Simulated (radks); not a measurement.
Values are calculated unless marked as measured or tabulated.
Q: The table gives one normalised radial function P(r) = r R(r) of Mo3+ in [Kr] 4d3 (r in bohr). Code: a radial shooting solver on a logarithmic mesh with Libxc functionals. Model: scalar-relativistic Kohn-Sham, r2SCAN, spin-polarised, spherical densities, finite nucleus; open shells are filled with parallel spins first (spin-orbit coupling, left out, can overturn this in heavy ions); meta-GGA in the generalised Kohn-Sham scheme; Fermi nuclear charge, rms radius 4.4091 fm.

r	P
0.001787	0.0580
0.002327	0.0728
0.003055	0.0913
0.003977	0.1126
0.005221	0.1378
0.006798	0.1645
0.008852	0.1916
0.01162	0.2160
0.01513	0.2305
0.01986	0.2268
0.02586	0.1945
0.03367	0.1233
0.0442	0.0042
0.05755	-0.1462
0.07554	-0.3001
0.09836	-0.3840
0.1281	-0.3278
0.1681	-0.0826
0.2189	0.2747
0.2873	0.5649
0.3741	0.5353
0.4872	0.1126
0.6395	-0.5391
0.8327	-1.0207
1.093	-1.0793
1.423	-0.7711
1.853	-0.3831
2.432	-0.1221
3.167	-0.0241
4.157	-0.0024
5.413	-0.0001

Which n and l does it have? It may be an empty orbital.

A: n = 4, l = 0: the number of nodes gives n - l - 1 = 3, the rise at small r (about r^(l+1), flatter next to the nucleus through relativity) gives l, and the extent must fit the shell. The curve is that of 4s down; the table hardly tells the two spins apart. 4s down: eigenvalue -96.543 eV, 3 radial nodes at r = 0.0446, 0.179, 0.512 bohr, <r> = 1.10 bohr, 90 % of the charge inside 1.59 bohr.
